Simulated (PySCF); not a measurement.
Gas-phase reaction: 3 MoO₃ + 6 Cl = 3 MoO₂Cl₂ + O₃

Computed with PySCF and rigid-rotor harmonic-oscillator thermochemistry at 1 bar. † marks an energy on the PBE0/def2-TZVP geometry and frequencies. MP2 freezes the core. Open shells (unrestricted): Cl (multiplicity 2); the rest are closed-shell singlets. Spin-orbit splitting is ignored; it lowers the true energy and changes the entropy of Cl. B3LYP is the form with VWN-RPA correlation. Mo: scalar-relativistic def2 core potential, no spin-orbit coupling. MP2 isn't extrapolated to the basis-set limit. Strong static correlation: MoO₃, O₃.

LDA/def2-TZVP† gives ΔH°(298 K) = -1835 kJ.

Question: What do B3LYP/def2-TZVP†, ωB97M-V/def2-TZVP†, MP2/def2-SVP† give?

Answer: B3LYP/def2-TZVP†: -1361 kJ; ωB97M-V/def2-TZVP†: -1465 kJ; MP2/def2-SVP†: -1354 kJ. For scale, ΔH°(298 K) is -1835 kJ at this level, -1465 kJ at ωB97M-V/def2-TZVP†, and runs from -1835 to -899 kJ over the 18 levels computed.
